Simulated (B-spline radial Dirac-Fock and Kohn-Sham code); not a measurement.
**Auger parameter of platinum: the K level and its strongest K-LL line**

The computed values come from a radial atomic solver: relaxed Dirac-Fock hole states (ΔSCF) with Breit and QED corrections and a finite nucleus. The modified Auger parameter α′ is the binding energy plus the kinetic energy of the Auger electron; it does not depend on the energy zero. For free ions it tends to fall with charge, since less charge screens the final holes.

```
            species          configuration  binding 1s (eV)  Auger line  kinetic (eV)   α′ (eV)
                 Pt      [Xe] 4f14 5d9 6s1          78398.0    L2L3 J=2       53279.0  131677.1
                 Pt      [Xe] 4f14 5d8 6s2          78401.8    L2L3 J=2       53274.3  131676.1
                 Pt  [Xe] 4f14 5d8 6s1 6p1          78403.6    L2L3 J=2       53272.7  131676.2
                 Pt      [Xe] 4f14 5d9 6p1          78400.1    L2L3 J=2       53277.3  131677.4
                Pt⁺          [Xe] 4f14 5d9          78407.1    L2L3 J=2       53268.7  131675.8
 Pt⁺ (Watson 2.4 Å)          [Xe] 4f14 5d9          78401.1    L2L3 J=2       53274.7  131675.8
               Pt²⁺          [Xe] 4f14 5d8          78421.3    L2L3 J=2       53252.5  131673.7
               Pt²⁺      [Xe] 4f14 5d7 6p1          78427.2    L2L3 J=2       53245.6  131672.8
  Pt²⁺ (Watson 2 Å)          [Xe] 4f14 5d8          78406.9    L2L3 J=2       53266.9  131673.8
               Pt³⁺          [Xe] 4f14 5d7          78437.0    L2L3 J=2       53234.9  131671.8
Pt³⁺ (Watson 1.6 Å)          [Xe] 4f14 5d7          78410.2    L2L3 J=2       53261.8  131672.0
Pt³⁺ (Watson 1.8 Å)          [Xe] 4f14 5d7          78413.1    L2L3 J=2       53258.8  131671.9
               Pt⁴⁺          [Xe] 4f14 5d6          78454.0    L2L3 J=2       53216.0  131670.1
               Pt⁴⁺      [Xe] 4f14 5d5 6p1          78460.5    L2L3 J=2       53208.6  131669.2
Pt⁴⁺ (Watson 2.4 Å)          [Xe] 4f14 5d6          78430.0    L2L3 J=2       53240.0  131670.1
               Pt⁵⁺          [Xe] 4f14 5d5          78472.3    L2L3 J=2       53196.1  131668.4
Pt⁵⁺ (Watson 2.7 Å)          [Xe] 4f14 5d5          78445.6    L2L3 J=2       53222.8  131668.4
               Pt⁶⁺          [Xe] 4f14 5d4          78491.7    L2L3 J=2       53175.1  131666.8
               Pt⁷⁺          [Xe] 4f14 5d3          78512.1    L2L3 J=2       53153.2  131665.3
```
